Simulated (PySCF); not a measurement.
# How methods differ on the excitation energy of Tl²⁺

Tl²⁺ [Xe] 4f14 5d10 6s1 (2S) → Tl²⁺ [Xe] 4f14 5d9 6s1 7s1 (4D), as a difference of total energies. Calculation: PySCF 2.14, in aug-cc-pwCVTZ-PP with ECP60MDF (8s7p6d4f1g, 96 functions); scalar relativity through the core potential. Correlated levels: valence and next inner shell: nothing frozen outside the core potential. The calculations carry no spin-orbit coupling.

```json
{"method": "UHF", "excitation energy (eV)": "25.658"}
{"method": "LDA", "excitation energy (eV)": "26.682"}
{"method": "PBE", "excitation energy (eV)": "26.355"}
{"method": "PBE0", "excitation energy (eV)": "26.463"}
{"method": "r2SCAN", "excitation energy (eV)": "26.605"}
{"method": "HSE06", "excitation energy (eV)": "26.465"}
{"method": "revPBE", "excitation energy (eV)": "26.296"}
{"method": "BHandHLYP", "excitation energy (eV)": "26.595"}
{"method": "CAM-B3LYP", "excitation energy (eV)": "26.598"}
{"method": "MP2 (valence and next inner shell)", "excitation energy (eV)": "26.860"}
{"method": "SCS-MP2 (valence and next inner shell)", "excitation energy (eV)": "26.820"}
```

How much does correlation contribute at MP2 (valence and next inner shell)?

26.860 − (25.658) = 1.202 eV, measured against UHF.

The promoted electron is Rydberg-like, and one or two diffuse shells describe it only roughly, which tends to raise the upper state.
